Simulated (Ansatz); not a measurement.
`[AlH2][BH]Cl` + H₂Te → `ClB[TeH]` + `[AlH3]` at 700 K and 1 bar (cleavage of the B–Al bond).

Isolated molecules relaxed with PBE0-D4/def2-TZVP in Ansatz; ΔE leaves out vibrations. CBS: MP2 limit from def2 TZ/QZ plus the TZ coupled-cluster correction, frozen cores. This one scheme is used for every species. Elements past krypton have def2 core potentials. For Te outer-core shells are correlated without core-valence functions, which leaves a few kJ/mol of doubt a bond.

| species | CCSD(T)/CBS energy (Eh) | H − E (kJ/mol) | S (J/(mol·K)) |
| --- | --- | --- | --- |
| `[AlH2][BH]Cl` | -728.37691 | 122.2 | 383.7 |
| H₂Te | -268.91024 | 57.2 | 261.6 |
| `ClB[TeH]` | -753.54186 | 99.6 | 367.3 |
| `[AlH3]` | -243.78045 | 80.2 | 251.4 |

H − E and S are ideal-gas, rigid-rotor, harmonic terms from PBE0-D4/def2-TZVP. 1 Eh = 2625.50 kJ/mol, R = 8.31446 J/(mol·K).

**Question.** By hand: ΔE, ΔH, ΔS and ΔG.

**Answer.** ΔE = (-753.54186) + (-243.78045) − (-728.37691) − (-268.91024) = -0.03516 Eh = -92.3 kJ/mol. Δ(H − E) = 99.6 + 80.2 − 122.2 − 57.2 = 0.4, so ΔH = -91.9 kJ/mol. ΔS = 367.3 + 251.4 − 383.7 − 261.6 = -26.6 J/(mol·K). ΔG = -91.9 − 700 × (-26.6)/1000 = -73.3 kJ/mol.

**Question.** By hand: the equilibrium constant, and the temperature at which ΔG would vanish if ΔH and ΔS stayed fixed.

**Answer.** log₁₀ K = −ΔG/(RT ln 10) = 5.5. ΔG = 0 at ΔH/ΔS = 3455 K, far beyond where these terms or the molecules hold.

ΔH outweighs TΔS. A doubt of 5 kJ/mol in ΔE shifts log₁₀ K by 0.4 here. These are equilibria of isolated gas molecules and say nothing of rates. Largest T1 diagnostic: 0.014 (customary marks: 0.02 for closed shells, 0.045 for open ones).
